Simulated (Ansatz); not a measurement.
`F[Se](F)(F)F`, relaxed with RKS PBE0-D4/def2-TZVP in Ansatz 0.2.0 from a PBE-D4/def2-SVP geometry. The force threshold is 0.005 eV/Å; the program also tests the step.

The species carries charge 0 and has multiplicity 1.

Start:

```xyz
5

F    -0.080   -0.809   -1.463
Se   -0.163   -0.391    0.268
F     0.162    1.005    1.329
F     1.614   -0.421    0.134
F    -1.532    0.617   -0.268
```

Problem. By how much does the energy fall, and how many steps does the optimiser take? (Best estimate.)

Solution. Ansatz gave: 9.21 kcal/mol, in 12 steps.

Problem. Which bonds change most? (Best estimate.)

Solution. The calculation gave: Se2–F3 from 1.783 to 1.691 Å; F1–Se2 from 1.783 to 1.691 Å; Se2–F4 from 1.783 to 1.774 Å; Se2–F5 from 1.783 to 1.774 Å.

Problem. Give the relaxed structure. (An estimate is asked.)

Solution. Computed: 
```xyz
5

F     0.093   -0.256   -1.396
Se   -0.164   -0.392    0.269
F     0.282    1.157    0.779
F     1.558   -0.803    0.386
F    -1.770    0.295   -0.038
```
